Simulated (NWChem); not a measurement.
SiH₂OBrF; SMILES O[SiH](F)Br

```xyz
6

Si    -0.0109     0.9486     0.3846
O     -1.3567     1.6709    -0.2504
F      1.3469     1.5595    -0.2796
Br     0.0135    -1.2384    -0.0439
H     -0.0050     1.2134     1.8443
H     -1.5821     1.4459    -1.1708
```
Atoms are numbered in this order, from 1.

Program: NWChem. Structure relaxed at the PBE-D3(BJ)/def2-SVP level. Ions are spin-unrestricted doublets at the neutral geometry; other ion states weren't tried.

Predict the results for CAM-B3LYP/def2-SVP. Quantities: vertical ionisation energy, ΔSCF (eV); −ε(HOMO) (eV).


```json
{
 "vertical ionisation energy, ΔSCF (eV)": "11.51",
 "−ε(HOMO) (eV)": "10.06"
}
```
